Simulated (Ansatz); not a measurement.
CH₆FNOSn, SMILES `[CH3][Sn]([NH2])([OH])[F]`, relaxed with RKS PBE0-D4/def2-TZVP in Ansatz 0.2.0 from a PBE-D4/def2-SVP geometry. The force threshold is 0.005 eV/Å; the program also tests the step.

The species carries charge 0 and has multiplicity 1. Sn takes the def2 core potential.

Start:

```xyz
11

C    -1.733    0.103    0.649
Sn    0.186   -0.159   -0.275
N     1.781    0.399    0.892
O     0.367    0.858   -1.993
F     0.360   -2.041   -0.852
H    -1.632    0.007    1.746
H    -2.419   -0.669    0.257
H    -2.105    1.112    0.389
H     2.005   -0.328    1.587
H     2.615    0.503    0.298
H     0.573    0.214   -2.699
```

```json
{"step": "1", "energy (eV)": "-13217.7728", "largest force (eV/Å)": "0.857", "largest move (Å)": "0.000"}
{"step": "2", "energy (eV)": "-13217.8707", "largest force (eV/Å)": "0.331", "largest move (Å)": "0.064"}
{"step": "3", "energy (eV)": "-13217.8794", "largest force (eV/Å)": "0.142", "largest move (Å)": "0.038"}
{"step": "4", "energy (eV)": "-13217.8803", "largest force (eV/Å)": "0.117", "largest move (Å)": "0.054"}
{"step": "5", "energy (eV)": "-13217.8805", "largest force (eV/Å)": "0.116", "largest move (Å)": "0.044"}
{"step": "6", "energy (eV)": "-13217.8824", "largest force (eV/Å)": "0.023", "largest move (Å)": "0.028"}
{"step": "7", "energy (eV)": "-13217.8830", "largest force (eV/Å)": "0.013", "largest move (Å)": "0.038"}
{"step": "8", "energy (eV)": "-13217.8832", "largest force (eV/Å)": "0.063", "largest move (Å)": "0.056"}
{"step": "9", "energy (eV)": "-13217.8835", "largest force (eV/Å)": "0.020", "largest move (Å)": "0.007"}
{"step": "10", "energy (eV)": "-13217.8835", "largest force (eV/Å)": "0.003", "largest move (Å)": "0.013"}
{"step": "11", "energy (eV)": "-13217.8837", "largest force (eV/Å)": "0.017", "largest move (Å)": "0.035"}
{"step": "12", "energy (eV)": "-13217.8837", "largest force (eV/Å)": "0.039", "largest move (Å)": "0.045"}
{"step": "13", "energy (eV)": "-13217.8838", "largest force (eV/Å)": "0.014", "largest move (Å)": "0.010"}
{"step": "14", "energy (eV)": "-13217.8838", "largest force (eV/Å)": "0.015", "largest move (Å)": "0.009"}
{"step": "15", "energy (eV)": "-13217.8839", "largest force (eV/Å)": "0.009", "largest move (Å)": "0.022"}
{"step": "16 (rejected)", "energy (eV)": "-13217.8839", "largest force (eV/Å)": "0.040", "largest move (Å)": "0.049"}
{"step": "17", "energy (eV)": "-13217.8840", "largest force (eV/Å)": "0.009", "largest move (Å)": "0.024"}
{"step": "18 (rejected)", "energy (eV)": "-13217.8840", "largest force (eV/Å)": "0.035", "largest move (Å)": "0.039"}
{"step": "19", "energy (eV)": "-13217.8840", "largest force (eV/Å)": "0.005", "largest move (Å)": "0.019"}
{"step": "20 (rejected)", "energy (eV)": "-13217.8840", "largest force (eV/Å)": "0.035", "largest move (Å)": "0.049"}
{"step": "21", "energy (eV)": "-13217.8841", "largest force (eV/Å)": "0.005", "largest move (Å)": "0.024"}
{"step": "22", "energy (eV)": "-13217.8841", "largest force (eV/Å)": "0.015", "largest move (Å)": "0.025"}
{"step": "23", "energy (eV)": "-13217.8841", "largest force (eV/Å)": "0.010", "largest move (Å)": "0.003"}
{"step": "24", "energy (eV)": "-13217.8841", "largest force (eV/Å)": "0.005", "largest move (Å)": "0.004"}
{"step": "25", "energy (eV)": "-13217.8841", "largest force (eV/Å)": "0.002", "largest move (Å)": "0.014"}
```

End:

```xyz
11

C    -1.689    0.090    0.634
Sn    0.200   -0.155   -0.279
N     1.766    0.427    0.821
O     0.402    0.764   -1.989
F     0.359   -2.014   -0.796
H    -1.660   -0.297    1.652
H    -2.432   -0.457    0.055
H    -1.941    1.150    0.653
H     1.915   -0.100    1.671
H     2.633    0.448    0.299
H     0.448    0.143   -2.721
```

It took 64 s on 4 threads of an Intel Xeon Platinum 8488C on a shared host, with 0.62 GiB of host memory at the peak.
